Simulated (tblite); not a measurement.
Record of a relaxation.

C5H12GeSi.
SMILES with atom numbers: `[CH3:1][C:2]#[C:3][CH2:4][GeH2:5][SiH2:6][CH3:7]` (hydrogens: H8, H9, H10 on C1; H11, H12 on C4; H13, H14 on Ge5; H15, H16 on Si6; H17, H18, H19 on C7)

Computed with GFN2-xTB (tblite), gas phase: L-BFGS steps from a force-field or distance-geometry start until the largest atomic force falls under 0.01 eV/Å. 6 of its 69 geometries are shown.

Step 0: E = -555.0766 eV, largest atomic force 1.057 eV/Å
```
atom  x, y, z in Å  |  force x, y, z in eV/Å
C1      2.681    1.636    0.735   -0.377  -0.132   0.083
C2      2.004    0.516    0.070    0.320   0.358   0.345
C3      1.465   -0.418   -0.454   -0.232  -0.387  -0.454
C4      0.776   -1.528   -1.116    1.023  -0.147   0.220
Ge5    -0.828   -1.995   -0.100   -0.791  -0.137   0.381
Si6    -2.370   -0.270   -0.245   -0.324  -0.362   0.133
C7     -1.608    1.308    0.412    0.098   0.585   0.535
H8      3.321    1.267    1.562   -0.357   0.205  -0.510
H9      1.911    2.324    1.151    0.519  -0.373  -0.218
H10     3.292    2.180    0.001   -0.144  -0.150   0.297
H11     1.454   -2.414   -1.136   -0.236   0.592  -0.203
H12     0.495   -1.255   -2.141    0.192  -0.068   0.184
H13    -1.458   -3.278   -0.694    0.392   0.133   0.304
H14    -0.452   -2.241    1.375    0.017  -0.240  -0.456
H15    -3.551   -0.606    0.561   -0.057   0.052  -0.088
H16    -2.763   -0.071   -1.633   -0.153   0.049  -0.222
H17    -2.380    2.104    0.448    0.711  -0.351   0.048
H18    -0.780    1.617   -0.247   -0.369   0.027   0.511
H19    -1.220    1.132    1.446   -0.232   0.344  -0.890
```

Step 14: E = -555.2752 eV, largest atomic force 0.087 eV/Å
```
atom  x, y, z in Å  |  force x, y, z in eV/Å
C1      2.664    1.621    0.724    0.009   0.036   0.021
C2      2.009    0.505    0.077   -0.010  -0.038  -0.006
C3      1.486   -0.423   -0.473   -0.012  -0.013  -0.042
C4      0.814   -1.536   -1.099   -0.015  -0.060   0.006
Ge5    -0.861   -1.985   -0.096   -0.007   0.002  -0.008
Si6    -2.432   -0.245   -0.236   -0.003  -0.086   0.013
C7     -1.629    1.338    0.422    0.019   0.052   0.040
H8      3.300    1.264    1.533    0.024  -0.019   0.028
H9      1.923    2.304    1.138   -0.033   0.025   0.018
H10     3.279    2.164    0.008    0.042   0.033  -0.040
H11     1.490   -2.394   -1.145   -0.042   0.022   0.013
H12     0.539   -1.269   -2.125    0.043  -0.014   0.019
H13    -1.337   -3.326   -0.625    0.018   0.000  -0.040
H14    -0.434   -2.358    1.308    0.020   0.014  -0.006
H15    -3.635   -0.573    0.536   -0.020   0.025   0.007
H16    -2.830   -0.059   -1.637   -0.020   0.019  -0.012
H17    -2.328    2.167    0.472   -0.006  -0.011  -0.011
H18    -0.798    1.637   -0.211    0.002  -0.003   0.001
H19    -1.231    1.175    1.421   -0.009   0.016  -0.001
```

Step 27: E = -555.2790 eV, largest atomic force 0.030 eV/Å
```
atom  x, y, z in Å  |  force x, y, z in eV/Å
C1      2.667    1.622    0.722    0.002   0.005  -0.009
C2      2.013    0.503    0.073    0.005  -0.001   0.013
C3      1.490   -0.426   -0.478   -0.001   0.030  -0.002
C4      0.815   -1.541   -1.096    0.015   0.005   0.006
Ge5    -0.865   -1.985   -0.107    0.006  -0.006   0.000
Si6    -2.442   -0.248   -0.223   -0.006   0.012  -0.011
C7     -1.633    1.339    0.428   -0.010  -0.004  -0.004
H8      3.303    1.265    1.533   -0.013  -0.001  -0.015
H9      1.922    2.304    1.135    0.005  -0.010  -0.002
H10     3.282    2.167    0.006    0.003  -0.001   0.002
H11     1.483   -2.405   -1.114    0.006  -0.017  -0.006
H12     0.564   -1.290   -2.131    0.022  -0.006  -0.001
H13    -1.313   -3.326   -0.659   -0.018   0.002  -0.006
H14    -0.421   -2.357    1.291   -0.014  -0.009   0.006
H15    -3.652   -0.551    0.548    0.012  -0.011   0.009
H16    -2.846   -0.047   -1.622   -0.006  -0.003   0.010
H17    -2.338    2.164    0.459    0.007   0.017   0.001
H18    -0.799    1.631   -0.204   -0.002  -0.001   0.001
H19    -1.243    1.192    1.432   -0.014  -0.001   0.007
```

Step 41: E = -555.2830 eV, largest atomic force 0.043 eV/Å
```
atom  x, y, z in Å  |  force x, y, z in eV/Å
C1      2.675    1.630    0.710    0.001   0.003   0.007
C2      2.027    0.507    0.064   -0.002  -0.004  -0.003
C3      1.510   -0.426   -0.484   -0.019  -0.022  -0.010
C4      0.850   -1.558   -1.089    0.005  -0.016   0.002
Ge5    -0.868   -1.974   -0.143    0.012   0.037  -0.019
Si6    -2.455   -0.241   -0.210    0.021   0.000   0.028
C7     -1.655    1.351    0.438    0.011   0.012   0.009
H8      3.310    1.274    1.520    0.020  -0.011   0.017
H9      1.930    2.308    1.124   -0.021   0.015  -0.003
H10     3.291    2.177   -0.004    0.007   0.009  -0.023
H11     1.512   -2.428   -1.048   -0.015   0.008   0.003
H12     0.646   -1.349   -2.143   -0.002   0.013   0.032
H13    -1.340   -3.292   -0.730   -0.001  -0.014  -0.013
H14    -0.462   -2.389    1.255    0.001  -0.013   0.010
H15    -3.631   -0.574    0.603    0.007   0.000  -0.008
H16    -2.909   -0.036   -1.592   -0.011   0.006  -0.014
H17    -2.345    2.190    0.428    0.008  -0.023  -0.006
H18    -0.791    1.619   -0.166   -0.011  -0.001   0.008
H19    -1.306    1.219    1.460   -0.010   0.002  -0.016
```

Step 54: E = -555.2838 eV, largest atomic force 0.017 eV/Å
```
atom  x, y, z in Å  |  force x, y, z in eV/Å
C1      2.679    1.635    0.703    0.001   0.000   0.005
C2      2.033    0.505    0.067    0.002   0.005   0.000
C3      1.516   -0.435   -0.471   -0.002   0.012  -0.003
C4      0.857   -1.565   -1.078    0.004  -0.001   0.006
Ge5    -0.869   -1.975   -0.152   -0.006  -0.007  -0.003
Si6    -2.452   -0.239   -0.207   -0.005  -0.003  -0.002
C7     -1.657    1.356    0.441   -0.001  -0.001   0.000
H8      3.317    1.286    1.514    0.007   0.012   0.002
H9      1.929    2.313    1.113    0.008   0.005  -0.004
H10     3.290    2.178   -0.019   -0.008  -0.003   0.006
H11     1.514   -2.437   -1.030    0.003  -0.013  -0.008
H12     0.664   -1.351   -2.133   -0.007  -0.004   0.003
H13    -1.342   -3.281   -0.766   -0.004  -0.001   0.000
H14    -0.481   -2.416    1.245   -0.006  -0.003  -0.013
H15    -3.618   -0.582    0.617   -0.003   0.005  -0.002
H16    -2.927   -0.026   -1.581    0.012  -0.007   0.009
H17    -2.350    2.191    0.413    0.000   0.007   0.001
H18    -0.785    1.621   -0.151    0.002  -0.001  -0.006
H19    -1.326    1.232    1.469    0.001  -0.001   0.007
```

Step 68: E = -555.2844 eV, largest atomic force 0.010 eV/Å
```
atom  x, y, z in Å  |  force x, y, z in eV/Å
C1      2.682    1.642    0.699   -0.003  -0.002  -0.003
C2      2.037    0.504    0.076   -0.002   0.000  -0.003
C3      1.519   -0.437   -0.459   -0.009  -0.003   0.001
C4      0.860   -1.567   -1.068    0.000  -0.001   0.001
Ge5    -0.875   -1.983   -0.158    0.007   0.005   0.000
Si6    -2.451   -0.240   -0.199    0.004  -0.004   0.003
C7     -1.657    1.357    0.445    0.003   0.003   0.000
H8      3.328    1.307    1.511    0.000   0.000  -0.005
H9      1.933    2.322    1.104    0.004   0.004   0.000
H10     3.287    2.179   -0.034    0.002   0.005   0.006
H11     1.516   -2.440   -1.023   -0.002   0.001   0.003
H12     0.669   -1.350   -2.123   -0.003  -0.002   0.004
H13    -1.352   -3.275   -0.797   -0.001   0.000  -0.004
H14    -0.503   -2.453    1.233    0.003  -0.003   0.001
H15    -3.618   -0.579    0.622   -0.006  -0.001   0.003
H16    -2.921   -0.031   -1.575   -0.001   0.003  -0.008
H17    -2.349    2.193    0.405    0.001   0.003   0.000
H18    -0.781    1.616   -0.144    0.003   0.000  -0.003
H19    -1.334    1.242    1.476    0.000  -0.008   0.000
```

**Question.** Summarise the path.

**Answer.** The energy falls by 4.79 kcal/mol from step 0 to step 68; nine tenths of that is first reached at step 9. It falls at every step. The largest force goes from 1.057 to 0.010 eV/Å. Among the bonds C4–Ge5 changes most, from 1.956 to 2.003 Å; the atoms move by 0.121 Å rms after alignment.

**Question.** Follow the three bonds and two angles with the largest change from start to end.

**Answer.** 
| step | E above end (kcal/mol) | largest force (eV/Å) | C4–Ge5 (Å) | Ge5–Si6 (Å) | C7–H19 (Å) | H13–Ge5–H14 (°) | Si6–Ge5–H13 (°) |
| --- | --- | --- | --- | --- | --- | --- | --- |
| 0 | 4.79 | 1.057 | 1.956 | 2.318 | 1.118 | 109.6 | 108.8 |
| 3 | 1.97 | 0.357 | 2.003 | 2.308 | 1.082 | 109.4 | 110.2 |
| 6 | 0.97 | 0.393 | 1.992 | 2.318 | 1.089 | 106.0 | 111.9 |
| 9 | 0.43 | 0.190 | 1.994 | 2.334 | 1.086 | 102.0 | 113.8 |
| 12 | 0.27 | 0.089 | 2.005 | 2.348 | 1.088 | 101.3 | 114.7 |
| 15 | 0.19 | 0.045 | 2.001 | 2.348 | 1.087 | 101.2 | 115.2 |
| 18 | 0.17 | 0.052 | 2.001 | 2.347 | 1.087 | 101.5 | 115.4 |
| 21 | 0.15 | 0.058 | 2.002 | 2.351 | 1.087 | 102.0 | 115.7 |
| 24 | 0.13 | 0.035 | 2.000 | 2.351 | 1.087 | 101.9 | 115.8 |
| 27 | 0.12 | 0.030 | 1.999 | 2.348 | 1.087 | 101.8 | 115.9 |
| 30 | 0.11 | 0.060 | 2.000 | 2.349 | 1.087 | 101.8 | 115.9 |
| 33 | 0.08 | 0.042 | 2.000 | 2.349 | 1.087 | 101.5 | 115.5 |
| 35 | 0.07 | 0.068 | 2.000 | 2.349 | 1.086 | 101.5 | 115.3 |
| 38 | 0.05 | 0.033 | 2.004 | 2.352 | 1.087 | 101.8 | 115.0 |
| 41 | 0.03 | 0.043 | 2.004 | 2.351 | 1.088 | 101.7 | 114.8 |
| 44 | 0.03 | 0.018 | 2.002 | 2.350 | 1.087 | 101.6 | 114.7 |
| 47 | 0.02 | 0.019 | 2.002 | 2.350 | 1.087 | 101.6 | 114.6 |
| 50 | 0.02 | 0.019 | 2.002 | 2.349 | 1.087 | 101.6 | 114.6 |
| 53 | 0.01 | 0.018 | 2.001 | 2.350 | 1.087 | 101.7 | 114.6 |
| 56 | 0.01 | 0.027 | 2.001 | 2.351 | 1.086 | 101.7 | 114.6 |
| 59 | 0.01 | 0.014 | 2.002 | 2.351 | 1.087 | 101.6 | 114.6 |
| 62 | 0.00 | 0.015 | 2.002 | 2.350 | 1.087 | 101.5 | 114.6 |
| 65 | 0.00 | 0.012 | 2.002 | 2.351 | 1.087 | 101.5 | 114.5 |
| 68 | 0.00 | 0.010 | 2.003 | 2.350 | 1.087 | 101.5 | 114.4 |

What follows is the cost of the whole relaxation. Time: 0.91 s. Hardware: one thread of an Arm Neoverse N1, no GPU, shared host with 64 logical CPUs at a one-minute load of 57.
